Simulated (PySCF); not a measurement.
# C8H11BO: full NMR table

```yaml
Formula: C8H11BO
SMILES: CCOBc1ccccc1
Point_group_of_the_computed_structure: C1
Carbon_signals: 6
Proton_signals: 6
```

Molfile (atoms numbered from 1):
```
C8H11BO
     RDKit          3D

 21 21  0  0  0  0  0  0  0  0999 V2000
    3.6419   -0.1650    0.7414 C   0  0  0  0  0  0  0  0  0  0  0  0
    2.8819   -0.0333   -0.5588 C   0  0  0  0  0  0  0  0  0  0  0  0
    1.5290    0.2876   -0.3163 O   0  0  0  0  0  0  0  0  0  0  0  0
    0.5247   -0.5955   -0.4802 B   0  0  0  0  0  0  0  0  0  0  0  0
   -0.9283   -0.1627   -0.1295 C   0  0  0  0  0  0  0  0  0  0  0  0
   -1.9965   -1.0584   -0.2980 C   0  0  0  0  0  0  0  0  0  0  0  0
   -3.3038   -0.6907    0.0143 C   0  0  0  0  0  0  0  0  0  0  0  0
   -3.5636    0.5892    0.5034 C   0  0  0  0  0  0  0  0  0  0  0  0
   -2.5165    1.4969    0.6789 C   0  0  0  0  0  0  0  0  0  0  0  0
   -1.2140    1.1221    0.3647 C   0  0  0  0  0  0  0  0  0  0  0  0
    3.2517   -1.0017    1.3407 H   0  0  0  0  0  0  0  0  0  0  0  0
    3.5513    0.7549    1.3380 H   0  0  0  0  0  0  0  0  0  0  0  0
    4.7092   -0.3486    0.5466 H   0  0  0  0  0  0  0  0  0  0  0  0
    3.3072    0.7787   -1.1712 H   0  0  0  0  0  0  0  0  0  0  0  0
    2.9467   -0.9658   -1.1466 H   0  0  0  0  0  0  0  0  0  0  0  0
    0.7697   -1.7133   -0.8985 H   0  0  0  0  0  0  0  0  0  0  0  0
   -1.7942   -2.0629   -0.6814 H   0  0  0  0  0  0  0  0  0  0  0  0
   -4.1233   -1.4006   -0.1231 H   0  0  0  0  0  0  0  0  0  0  0  0
   -4.5876    0.8823    0.7498 H   0  0  0  0  0  0  0  0  0  0  0  0
   -2.7228    2.4993    1.0626 H   0  0  0  0  0  0  0  0  0  0  0  0
   -0.3909    1.8287    0.5007 H   0  0  0  0  0  0  0  0  0  0  0  0
  1  2  1  0
  2  3  1  0
  3  4  1  0
  4  5  1  0
  5  6  2  0
  6  7  1  0
  7  8  2  0
  8  9  1  0
  9 10  2  0
 10  5  1  0
  1 11  1  0
  1 12  1  0
  1 13  1  0
  2 14  1  0
  2 15  1  0
  4 16  1  0
  6 17  1  0
  7 18  1  0
  8 19  1  0
  9 20  1  0
 10 21  1  0
M  END
```

How the numbers were obtained: NMR shieldings at CAM-B3LYP/pcSseg-1/GIAO, geometry from PBE0-D3(BJ)/def2-SVP, in PySCF 2.14.0 with density-fitted response routines (no solvent, equivalent nuclei averaged, one conformer, no relativistic terms).

Chemical shifts δ = σref − σ; $^{1}$H (σref 31.33), $^{13}$C (σref 182.45) against TMS; $^{11}$B (σref 99.35) against BF3·OEt2; $^{17}$O (σref 338.55) against H2O, all at this level.

| carbon | δC, type | δH (multiplicity) | HMBC from (2–3 bonds) | span of the C tensor (ppm) |
| --- | --- | --- | --- | --- |
| C1 | 20.7, CH3 | 1.36 (t) | H14/H15 | 38 |
| C2 | 71.6, CH2 | 4.26 (q) | H16, H11/H12/H13 | 85 |
| C5 | 145.4, C | – | H17/H21, H18/H20, H16 | 249 |
| C6/C10 | 146.9, CH | 8.01 (d) | H17/H21, H19, H18/H20, H16 | 256 |
| C7/C9 | 136.2, CH | 7.44 (m) | H17/H21, H19, H18/H20 | 244 |
| C8 | 141.9, CH | 7.52 (m) | H17/H21, H18/H20 | 250 |

Other nuclei:
| atoms | nucleus | environment | δ (ppm) | σ (ppm) |
| --- | --- | --- | --- | --- |
| H16 | $^{1}$H | hydrogen on a boron bonded to C, O | 5.42 | 25.91 |
| B4 | $^{11}$B | boron bonded to C, O, H | 45.7 | 53.7 |
| O3 | $^{17}$O | oxygen bonded to C, B | 207.5 | 131.1 |

- δC 146.9, 141.9, 136.2: aromatic CH.
- δC 145.4: substituted aromatic carbon.
- δC 71.6: sp3 CH2 bonded to O; pulled downfield by the heteroatom.
- δH 8.01, 7.52, 7.44: hydrogen on an aromatic CH; the ring current deshields protons in the ring plane.
- δH 4.26: hydrogen on an sp3 CH2 bonded to O; its carbon carries O, hence the downfield position.

Hydrogens on boron are broadened and split by $^{11}$B (spin 3/2, 80 %) and 10B (spin 3). A carbon bonded to boron is broadened by the quadrupolar boron nucleus and is often missing from a measured spectrum. Shifts are as computed, not scaled to solution data. Of 1313 compounds with measured shifts, 239 miss one by over three times the rms of a fit or turn the order of signals round; such compounds aren't used in these exercises. Experimental scales use liquid or dissolved standards, which lie at an offset from isolated H2O (liquid H2O: subtract about 36 ppm). Multiplicities follow the n + 1 count of equivalent neighbours, as no J values were calculated; m marks all less simple cases, F and P coupling included.
